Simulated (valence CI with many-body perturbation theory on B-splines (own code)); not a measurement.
# E1 transitions of Si II

Computed by configuration interaction combined with many-body perturbation theory (CI+MBPT): three valence electrons over a frozen Dirac-Fock core [Ne], a basis of 11 s, 11 p, 10 d, 8 f, 5 g, 2 h functions for each j, with the one-electron correlation potential Σ1, the two-electron term Σ2, the three-electron term Σ3, Breit, model QED; selected CI, second order for the rest, scaled by the run's own slope (own B-spline code, finite nucleus).

Set against measurement, 38 paired levels are off by 64 cm⁻¹ on average, the worst by 151. These come from a selection out of the NIST Handbook of Basic Atomic Spectroscopic Data. Levels without a partner in it may be off by more.

Lines 151 to 200 of 388 in falling wavelength, among levels below 121929 cm⁻¹, chosen from the strongest by gf and those to the six lowest levels. Wavelengths and rates use the calculated energies, so an error of 60 cm⁻¹ moves a line at 5294 Å by 0.32 % and its rate by three times that or more. Electric multipoles are in the length gauge, E1 and E2 with the static RPA response of the core. Weak lines are less certain than strong ones. Lines between different terms over intervals too small for the method are left out, as are lines whose strength nearly cancels. The highest levels of a list are the least certain.

Names give the largest LS component (configuration and term), which can be under half, so a name can repeat, a term be missing and a line seem to break the LS rules; names also repeat where a configuration has a term twice.

```
λ vac (Å)  λ from measured levels           Upper          Lower   A (s⁻¹)  S (a.u.) with core polarisation  S without
     5294                    5294  3s3p4s ⁴P°_1/2   3s²5s ²S_1/2  1.09e+03                         1.59e-04   1.60e-04
     5261                    5261  3s3p4s ⁴P°_3/2   3s²5s ²S_1/2  2.75e+03                         7.92e-04   7.92e-04
     5099                    5115   3s²4f ²F°_5/2   3s3p² ²P_3/2  1.75e+04                         6.86e-03   6.86e-03
     5064                    5036   3s²5p ²P°_1/2   3s3p² ²P_3/2  4.86e+03                         6.23e-04   6.01e-04
     5057                    5030   3s²5p ²P°_3/2   3s3p² ²P_3/2  3.89e+04                         9.94e-03   9.75e-03
     5057                    5058    3s²4d ²D_3/2  3s²4p ²P°_3/2  2.40e+07                         6.14e+00   6.14e+00
     5057                    5057    3s²4d ²D_5/2  3s²4p ²P°_3/2  1.44e+08                         5.52e+01   5.53e+01
     5042                    5042    3s²4d ²D_3/2  3s²4p ²P°_1/2  1.21e+08                         3.05e+01   3.05e+01
     5012                    4985   3s²5p ²P°_1/2   3s3p² ²P_1/2  2.47e+04                         3.07e-03   3.01e-03
     5006                    4979   3s²5p ²P°_3/2   3s3p² ²P_1/2  9.12e+03                         2.26e-03   2.22e-03
     4885                    4897  3s3p4s ²P°_1/2   3s²4d ²D_3/2  6.24e+06                         7.18e-01   7.17e-01
     4848                    4862  3s3p4s ²P°_3/2   3s²4d ²D_5/2  5.51e+06                         1.24e+00   1.24e+00
     4848                    4862  3s3p4s ²P°_3/2   3s²4d ²D_3/2  6.17e+05                         1.39e-01   1.39e-01
     4690                           3s²7p ²P°_1/2   3s²5s ²S_1/2  5.63e+05                         5.73e-02   5.72e-02
     4685                           3s²7p ²P°_3/2   3s²5s ²S_1/2  4.81e+05                         9.75e-02   9.73e-02
     4240                    4260  3s3p4s ²P°_1/2   3s²5s ²S_1/2  2.93e+06                         2.20e-01   2.21e-01
     4212                    4234  3s3p4s ²P°_3/2   3s²5s ²S_1/2  2.90e+06                         4.28e-01   4.28e-01
     4123                    4132   3s²4f ²F°_7/2   3s²3d ²D_5/2  1.54e+08                         4.26e+01   4.25e+01
     4123                    4132   3s²4f ²F°_5/2   3s²3d ²D_5/2  1.03e+07                         2.13e+00   2.13e+00
     4120                    4129   3s²4f ²F°_5/2   3s²3d ²D_3/2  1.44e+08                         2.98e+01   2.98e+01
     4097                    4078   3s²5p ²P°_1/2   3s²3d ²D_3/2  4.73e+06                         3.21e-01   3.22e-01
     4095                    4077   3s²5p ²P°_3/2   3s²3d ²D_5/2  4.17e+06                         5.65e-01   5.67e-01
     4093                    4074   3s²5p ²P°_3/2   3s²3d ²D_3/2  4.56e+05                         6.18e-02   6.20e-02
     4068                    4036  3s3p3d ²D°_3/2   3s3p² ²P_3/2  2.26e+02                         3.00e-05   2.29e-04
     4060                    4030  3s3p3d ²D°_5/2   3s3p² ²P_3/2  3.57e+03                         7.07e-04   3.09e-03
     4035                    4004  3s3p3d ²D°_3/2   3s3p² ²P_1/2  2.57e+03                         3.33e-04   1.60e-03
     3853                    3864   3s²4p ²P°_1/2   3s3p² ²D_3/2  4.32e+07                         2.44e+00   2.42e+00
     3847                    3857   3s²4p ²P°_3/2   3s3p² ²D_5/2  3.89e+07                         4.38e+00   4.35e+00
     3844                    3855   3s²4p ²P°_3/2   3s3p² ²D_3/2  4.32e+06                         4.85e-01   4.82e-01
     3697                    3677   3s²5p ²P°_1/2   3s3p² ²S_1/2  3.98e+03                         1.98e-04   2.04e-04
     3693                    3674   3s²5p ²P°_3/2   3s3p² ²S_1/2  5.48e+03                         5.45e-04   5.57e-04
     3421                    3399  3s3p3d ²D°_3/2   3s²3d ²D_5/2  1.50e+03                         1.18e-04   2.11e-04
     3419                    3397  3s3p3d ²D°_3/2   3s²3d ²D_3/2  1.08e+04                         8.54e-04   1.59e-03
     3416                    3394  3s3p3d ²D°_5/2   3s²3d ²D_5/2  1.34e+04                         1.58e-03   2.84e-03
     3414                    3392  3s3p3d ²D°_5/2   3s²3d ²D_3/2  1.74e+03                         2.05e-04   3.39e-04
     3359                    3361   3s²5f ²F°_5/2   3s3p² ²P_3/2  2.58e+03                         2.89e-04   2.87e-04
     3347                           3s²6p ²P°_1/2   3s3p² ²P_3/2  1.36e+05                         5.02e-03   4.97e-03
     3346                            3s²6s ²S_1/2  3s²4p ²P°_3/2  3.48e+07                         1.29e+00   1.28e+00
     3346                           3s²6p ²P°_3/2   3s3p² ²P_3/2  4.27e+05                         3.16e-02   3.12e-02
     3340                            3s²6s ²S_1/2  3s²4p ²P°_1/2  1.75e+07                         6.43e-01   6.41e-01
     3325                           3s²6p ²P°_1/2   3s3p² ²P_1/2  3.36e+05                         1.22e-02   1.21e-02
     3323                           3s²6p ²P°_3/2   3s3p² ²P_1/2  9.48e+04                         6.87e-03   6.81e-03
     3319                    3305  3s3p3d ⁴F°_3/2   3s3p² ²P_3/2  3.15e+01                         2.28e-06   1.99e-06
     3313                    3298  3s3p3d ⁴F°_5/2   3s3p² ²P_3/2  5.13e+01                         5.52e-06   4.60e-06
     3297                    3283  3s3p3d ⁴F°_3/2   3s3p² ²P_1/2  1.37e+02                         9.70e-06   8.34e-06
     3216                    3211    3s²5d ²D_3/2  3s²4p ²P°_3/2  6.72e+06                         4.41e-01   4.42e-01
     3216                    3211    3s²5d ²D_5/2  3s²4p ²P°_3/2  4.03e+07                         3.97e+00   3.97e+00
     3210                    3205    3s²5d ²D_3/2  3s²4p ²P°_1/2  3.39e+07                         2.21e+00   2.21e+00
     3052                    3043  3s3p4s ⁴P°_1/2   3s3p² ²P_3/2  3.31e+03                         9.28e-05   9.27e-05
     3042                    3033  3s3p4s ⁴P°_3/2   3s3p² ²P_3/2  6.75e+03                         3.75e-04   3.74e-04
```
